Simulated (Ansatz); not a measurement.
The cluster Li3Se⁺. Charge 1, multiplicity 1. Geometry relaxed at r2SCAN-D4/def2-TZVP.

```xyz
4

Li   -0.1476    0.3290    2.2659
Li    1.5561    1.1566   -1.2264
Li   -1.3998   -1.4942   -1.0374
Se   -0.0087    0.0085   -0.0021
```

The structure comes from a short search, and lower isomers may exist.

Estimate the harmonic wavenumbers at RKS r2SCAN-D4/def2-TZVP (Ansatz, unscaled). Is this a minimum?

43, 124, 124, 467, 478, 479 cm⁻¹. Yes, no mode is imaginary beyond noise. Zero-point energy 10.3 kJ/mol. Hardware: 4 threads of Arm Neoverse V2 on a shared host. Wall time 17 s.
